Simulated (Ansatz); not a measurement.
Two structures of SiH3SF3, closed shell, reached by relaxing down either side of one saddle point (PBE0-D4/def2-TZVP). Energies are electronic, without zero-point energy. Computed with Ansatz 0.2.0 (basis: def2-TZVPP and def2-QZVPP); correlated methods freeze the cores. Extrapolation: Hartree–Fock as exp(−7.88 √X), correlation as X^−2.97. First:

```
8
angstrom
Si -1.1586 0.5943 -0.0975
H -1.6122 -0.6822 0.4424
F -0.4418 0.4277 -1.4910
F -2.3938 1.5473 -0.3242
F -0.1759 1.3379 0.8847
H 2.1648 -0.4746 0.9806
S 1.6566 -1.5835 0.4218
H 1.9608 -1.1670 -0.8169
```

Second:

Si1  (-0.058, 0.739, -0.555)
H2  (-1.431, -2.190, 0.898)
F3  (-0.964, -0.241, -1.385)
F4  (-0.850, 1.179, 0.732)
F5  (0.167, 2.050, -1.396)
H6  (-0.850, -2.128, 1.363)
S7  (1.730, -0.251, -0.121)
H8  (2.256, 0.842, 0.463)
(Å)

Question: Which bonds change from the first to the second?

Answer: SiHF₃ ([F][SiH]([F])[F]) + H₂S → SiHSF₃ ([F][Si]([F])([F])[SH]) + H₂; bonds formed: Si1–S7, H2–H6; bonds broken: Si1–H2, H6–S7.

Question: Give the saddle point's structure and its height above each. (An estimate is asked for; the value comes from the calculation.)

Answer: By the calculation: 224.2 kJ/mol above the first and 249.7 kJ/mol above the second (CCSD(T) at an estimated basis limit (MP2 extrapolated from triple and quadruple zeta, plus CCSD(T) − MP2 in triple zeta)).
```xyz
8
angstrom
Si -0.5147 0.3170 -0.3313
H -0.8005 -0.9989 0.5949
F -1.3792 -0.3447 -1.4837
F -1.1946 1.1774 0.8200
F 0.1163 1.5341 -1.1567
H 0.3206 -1.1793 0.5190
S 1.6539 -0.6249 -0.0377
H 1.7981 0.1192 1.0755
```

The T1 diagnostic stays at or below 0.013.

Labels in which every atom is bracketed show which atoms are joined, not bond orders.

For scale, one of the runs: CCSD(T)/def2-TZVPP, 219 basis functions (an equivalent command: `ansatz run in.yaml --threads 4`). The run took 82 s on 4 CPU threads (shared host), with 3.4 GiB of host memory at its peak.
